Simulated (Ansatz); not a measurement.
A series at In: from `[F][In]([F])[F]`, ligands are replaced one by one, each step taking up H₂ and setting free H–F; n counts the steps. Ansatz, PBE0-D4/def2-TZVP geometries.

CBS adds triple-zeta CCSD(T) − MP2 to the MP2 limit, frozen cores; atoms without spin–orbit coupling. Elements past krypton have def2 core potentials. Outer-core shells of In are correlated without core-valence functions. Spin–orbit coupling is left out.

```tsv
n	molecule	atomization energy, CCSD(T)/CBS (kJ/mol)
0	`[F][In]([F])[F]`	1243.2
1	`[F][InH][F]`	?
2	`[F][InH2]`	933.9
3	`[InH3]`	736.1
```

**Question.** By hand: fit a straight line y = ȳ + b (n − n̄) to the 3 given rows and predict n = 1.

**Answer.** n̄ = 1.667, ȳ = 971.07; Σ(n − n̄)(y − ȳ) = -779.23, Σ(n − n̄)² = 4.667, so b = -166.97 kJ/mol a step. Prediction: 971.07 + (-166.97) × (-0.667) = 1082.4 kJ/mol.

**Question.** By hand: compare with the computed value, 1108.3 kJ/mol, and give the steps along the whole series.

**Answer.** The line misses by 25.9 kJ/mol (computed minus predicted). Steps: -134.9, -174.4, -197.8 kJ/mol.

The steps grow at each stage, from -134.9 to -197.8 kJ/mol, so the series is curved. The miss is 5.1 % of the series' range. The energies themselves are unsure by some kJ/mol a bond, though much of that is common to the series.
